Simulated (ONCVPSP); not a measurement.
How hard is this nickel ONCV potential?

Ni (Z = 28), optimised norm-conserving Vanderbilt (ONCV), made with ONCVPSP 4.0.1 (PW91, scalar-relativistic). Core [Ne], reference 3s2 3p6 3d8 4s1.75 (charge +0.25). Waves: 3s+4s: rc 0.95 bohr, ncon 5, nbas 8, qcut 13.6 1/bohr, 2 projectors; 3p: rc 0.70 bohr, ncon 3, nbas 8, qcut 13.8 1/bohr, 2 projectors, debl 0.9 Ha; 3d: rc 1.10 bohr, ncon 4, nbas 8, qcut 13.3 1/bohr, 1 projector. Local part: polynomial inside 0.70 bohr (lpopt 3, dvloc0 2 Ha). Core correction: Teter function, fcfact 4.75, rcfact 1.6.

In the p channel the program set the typed energies aside and used -2.704, 0.250 Ha.

For each optimised wave give the share of its norm inside rc, the residual kinetic energy above qcut (Ha) and the cutoffs (Ha) for errors of 10, 1, 0.1 and 0.01 mHa per electron.

```
         wave  norm inside rc  residual KE  10 mHa  1 mHa  0.1 mHa  0.01 mHa
           3s           0.801      2.4e-05    59.1   73.2     85.1     144.7
           4s           0.029      2.6e-06    41.1   59.9     74.4      86.3
           3p           0.452      9.8e-05    33.2   75.0     95.3     426.7
p projector 2           0.037      1.6e-05    23.8   35.4     76.8     138.6
           3d           0.668      2.4e-05    62.9   74.0     82.6     136.7
```

The occupied waves need 75 Ha and 95 Ha for 1 and 0.1 mHa.
